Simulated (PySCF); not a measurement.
Compound: H6OS2Si2.
Structure used (PBE0-D3(BJ)/def2-SVP), in Å, numbered top down from 1:
```
atom  x, y, z in Å
S1     2.0997    0.4507    1.0409
Si2    1.4326   -0.1736   -0.8998
O3    -0.1609   -0.6217   -0.9080
Si4   -1.6015   -0.5346   -0.0943
S5    -1.7100    1.1533    1.2247
H6     1.4214    1.6199    1.0048
H7     2.2702   -1.3548   -1.2323
H8     1.6208    0.9288   -1.8804
H9    -2.6946   -0.3250   -1.0778
H10   -1.7854   -1.7931    0.6773
H11   -0.8531    0.6249    2.1275
```

The closed-shell ground state was solved at several levels (PySCF, density fitting, gas phase, non-relativistic).

```json
{"level": "BHandHLYP/pcSseg-2", "basis functions": "292", "total energy (Eh)": "-1454.4178", "HOMO (eV)": "-8.74", "LUMO (eV)": "0.65", "gap (eV)": "9.39", "dipole (D)": "0.52"}
{"level": "PBE0/cc-pVDZ", "basis functions": "116", "total energy (Eh)": "-1453.7268", "HOMO (eV)": "-7.52", "LUMO (eV)": "0.33", "gap (eV)": "7.85", "dipole (D)": "0.37"}
{"level": "BLYP/pcSseg-2", "basis functions": "292", "total energy (Eh)": "-1454.4354", "HOMO (eV)": "-6.29", "LUMO (eV)": "-0.93", "gap (eV)": "5.36", "dipole (D)": "0.37"}
{"level": "mPW1PW91/pcSseg-2", "basis functions": "292", "total energy (Eh)": "-1454.4980", "HOMO (eV)": "-7.70", "LUMO (eV)": "-0.15", "gap (eV)": "7.55", "dipole (D)": "0.44"}
{"level": "CAM-B3LYP/pcSseg-2", "basis functions": "292", "total energy (Eh)": "-1454.4739", "HOMO (eV)": "-8.98", "LUMO (eV)": "0.77", "gap (eV)": "9.75", "dipole (D)": "0.49"}
{"level": "PBE0/pcSseg-0", "basis functions": "73", "total energy (Eh)": "-1451.8901", "HOMO (eV)": "-7.96", "LUMO (eV)": "0.25", "gap (eV)": "8.21", "dipole (D)": "1.04"}
{"level": "PBE0/IGLO-III", "basis functions": "271", "total energy (Eh)": "-1453.8156", "HOMO (eV)": "-7.51", "LUMO (eV)": "0.04", "gap (eV)": "7.55", "dipole (D)": "0.23"}
{"level": "PBE0/def2-TZVP", "basis functions": "215", "total energy (Eh)": "-1453.8244", "HOMO (eV)": "-7.62", "LUMO (eV)": "-0.05", "gap (eV)": "7.57", "dipole (D)": "0.35"}
{"level": "KT3/pcSseg-2", "basis functions": "292", "total energy (Eh)": "-1465.7247", "HOMO (eV)": "-6.53", "LUMO (eV)": "-1.06", "gap (eV)": "5.47", "dipole (D)": "0.38"}
{"level": "BP86/pcSseg-2", "basis functions": "292", "total energy (Eh)": "-1454.6016", "HOMO (eV)": "-6.56", "LUMO (eV)": "-1.07", "gap (eV)": "5.49", "dipole (D)": "0.37"}
{"level": "LC-wPBE/pcSseg-2", "basis functions": "292", "total energy (Eh)": "-1454.0087", "HOMO (eV)": "-10.42", "LUMO (eV)": "1.97", "gap (eV)": "12.39", "dipole (D)": "0.55"}
```

**Question.** Estimate the row for PBE0/def2-SVP, a basis of 116 functions; the other rows only guide the guess.

**Answer.** Total energy -1453.2407 Eh, HOMO -7.54 eV, LUMO 0.43 eV, gap 7.97 eV, dipole 0.31 D.

**Question.** Over all these levels, which gives the widest orbital gap and which the narrowest?

**Answer.** LC-wPBE/pcSseg-2 (range-separated hybrid) has the widest, 12.39 eV, and BLYP/pcSseg-2 (GGA) the narrowest, 5.36 eV. The two share the basis. From the narrowest to the widest the HOMO moves by -4.13 eV and the LUMO by +2.90 eV.

**Question.** How much does the basis alone move the frontier levels among the 5 PBE0 rows (the withheld one included)?

**Answer.** The HOMO by 0.45 eV and the LUMO by 0.48 eV. By rising basis size (HOMO, LUMO in eV): pcSseg-0 -7.96, 0.25; cc-pVDZ -7.52, 0.33; def2-SVP -7.54, 0.43; def2-TZVP -7.62, -0.05; IGLO-III -7.51, 0.04.

**Question.** In the pcSseg-2 basis, how does the gap go with the fixed share of exact exchange?

**Answer.** BLYP (0 %) 5.36 eV; KT3 (0 %) 5.47 eV; BP86 (0 %) 5.49 eV; mPW1PW91 (25 %) 7.55 eV; BHandHLYP (50 %) 9.39 eV. Each rise in the share widens the gap here.

**Question.** How far do the dipole and the HOMO energy spread over the levels?

**Answer.** The dipole runs from 0.23 to 1.04 D (mean 0.45 D) and the HOMO from -10.42 to -6.29 eV.

One conformer stands for the species.
